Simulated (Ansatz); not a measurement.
Gas-phase reaction in SMILES: [SiH3]Br → [SiH2]Br + H atom (the H-Si bond at the site shown breaks; other sites are not compared here)
Structures are relaxed separately at B3LYP-D3(BJ)/def2-TZVP in Ansatz (a quantum-chemistry and plane-wave program).

Property: bond dissociation energy (electronic energy difference), in kcal/mol. Correlated levels leave the core frozen unless marked. Open shells are spin-unrestricted. No spin-orbit coupling. Frozen are the shells of the preceding noble gas and the d and f shells that filled before the atom's block. Non-relativistic. CBS marks a two-point X^-3 extrapolation of the correlation energy; Hartree-Fock from the larger set.

CCSD(T)/CBS(def2-TZVPPD,def2-QZVPPD) (Ansatz) gives 96.1 kcal/mol.

Another calculation gave 91.2 kcal/mol. Which level was it?
(A) r2SCAN0/def2-TZVPD (Ansatz)
(B) revPBE/def2-TZVPD (Ansatz)
(C) SVWN5/def2-TZVPD (Ansatz)
(D) CAM-B3LYP/def2-TZVPD (Ansatz)

A, r2SCAN0/def2-TZVPD (Ansatz). The others give 98.1 (SVWN5), 94.5 (CAM-B3LYP), 87.7 (revPBE) kcal/mol.
